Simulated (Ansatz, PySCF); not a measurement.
Process, species as SMILES: OB(F)F -> [O]B(F)F + H atom (the H-O bond at the site shown breaks; other sites are not compared here)
Geometries: B3LYP-D3(BJ)/def2-TZVP minima from Ansatz (a program for electronic structure), one conformer each, not searched for the lowest. Frequencies are from Ansatz.

Property: bond dissociation energy (enthalpy at 298 K, with B3LYP-D3(BJ) rigid-rotor harmonic-oscillator terms), in eV. Correlated levels leave the core frozen unless marked. UHF or UKS for open shells. No spin-orbit coupling. Non-relativistic. Basis-set limits of correlation are two-point, X^-3; Hartree-Fock from the larger set.

```json
[
 {"level": "SVWN5/def2-TZVPD", "program": "Ansatz", "bond dissociation energy (eV)": "5.79"},
 {"level": "BLYP/def2-TZVPD", "program": "Ansatz", "bond dissociation energy (eV)": "…"},
 {"level": "B3LYP-D3(BJ)/def2-TZVPD", "program": "Ansatz + dftd3", "bond dissociation energy (eV)": "5.06"},
 {"level": "B3LYP/def2-TZVPD", "program": "Ansatz", "bond dissociation energy (eV)": "5.04"},
 {"level": "PBE0-D4/def2-TZVP", "program": "Ansatz + dftd4", "bond dissociation energy (eV)": "5.00"},
 {"level": "PBE0/def2-TZVP", "program": "Ansatz", "bond dissociation energy (eV)": "4.99"},
 {"level": "PW6B95/def2-TZVPD", "program": "PySCF", "bond dissociation energy (eV)": "…"},
 {"level": "HSE06-D3(BJ)/def2-TZVPD", "program": "Ansatz + dftd3", "bond dissociation energy (eV)": "5.02"},
 {"level": "PBE-QIDH/def2-TZVPD", "program": "Ansatz", "bond dissociation energy (eV)": "…"},
 {"level": "RPA@PBE/cc-pVQZ", "program": "Ansatz", "bond dissociation energy (eV)": "…"},
 {"level": "SCS-MP2/aug-cc-pVDZ", "program": "Ansatz", "bond dissociation energy (eV)": "5.13"},
 {"level": "CCSD/cc-pVDZ", "program": "Ansatz", "bond dissociation energy (eV)": "4.82"},
 {"level": "CCSD(T)/CBS(cc-pVTZ,cc-pVQZ)", "program": "Ansatz", "bond dissociation energy (eV)": "5.28"}
]
```

Some entries are withheld; supply them.


- BLYP/def2-TZVPD, bond dissociation energy (eV): 4.96
- PW6B95/def2-TZVPD, bond dissociation energy (eV): 5.09
- PBE-QIDH/def2-TZVPD, bond dissociation energy (eV): 5.08
- RPA@PBE/cc-pVQZ, bond dissociation energy (eV): 5.07
